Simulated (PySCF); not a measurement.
**Al: excitation energy**

Al [Ne] 3s2 3p1 (2P) → Al [Ne] 3s1 3p1 3d1 (high-spin determinant), as a difference of total energies. Computed with PySCF 2.14 in aug-cc-pV(Q+d)Z, with no relativity, point nucleus. Correlated levels: valence: [Ne] frozen. The calculations carry no spin-orbit coupling.

```
           method  excitation energy (cm⁻¹)
              UHF                     60707
    MP2 (valence)                     67500
SCS-MP2 (valence)                     69722
   CCSD (valence)                     68492
CCSD(T) (valence)                     68127
```

The upper state lies above the first ionisation limit, but in LS coupling its spin forbids autoionisation to the ground ion.

The promoted electron is Rydberg-like, and one or two diffuse shells describe it only roughly, which tends to raise the upper state.

The coupled-cluster amplitudes are large for the upper state (T1 above 0.03 or a double amplitude above 0.15), so a single reference is strained.

The determinant of the upper state mixes LS terms, which raises its energy above the lowest term, most at the Hartree-Fock and MP2 levels.
